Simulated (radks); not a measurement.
Kr19+, configuration [Ne] 3s2 3p5. All-electron calculation, Dirac Kohn-Sham, PBE, spin-unpolarised, spherical densities, point nucleus; open shells fill j = l - 1/2 first. Program: a radial shooting solver on a logarithmic mesh with Libxc functionals.

Normalised radial functions P(r) = r R(r) (large component), r in bohr:

```
   r/bohr * 1s1/2, o 3p3/2, + 3d3/2 (the largest magnitude, 4.37, reaches the edge; | marks zero, & curves that meet)
 0.003791                             &        *
 0.004743                             &          *
 0.005886                             &            *
 0.007364                             &               *
 0.009213                             &                 *
  0.01153                             &                    *
  0.01431                             +o                     *
   0.0179                             +o                       *
  0.02239                             +o                         *
  0.02801                             + o                        *
  0.03477                             +  o                      *
  0.04349                             +  o                    *
  0.05441                             |+  o               *
  0.06808                             |+   o         *
  0.08449                             | +   o    *
   0.1057                             |  +  &
   0.1322                             |  *+o
   0.1654                             |* o  +
   0.2053                            o*      +
   0.2569                        o    *        +
   0.3214                     o       *         +
   0.4021                   o         *         +
    0.499                    o        *       +
   0.6243                      o      *     +
    0.781                         o   *  +
   0.9771                           o *+
    1.213                             &
    1.517                             &
```

1s1/2: eigenvalue -14905.8 eV, 0 radial nodes, <r> = 0.0415 bohr, 90 % of the charge inside 0.0742 bohr. 3p3/2: eigenvalue -811.17 eV, 1 radial node at r = 0.197 bohr, <r> = 0.461 bohr, 90 % of the charge inside 0.685 bohr. 3d3/2 (empty): eigenvalue -717.33 eV, 0 radial nodes, <r> = 0.416 bohr, 90 % of the charge inside 0.641 bohr.
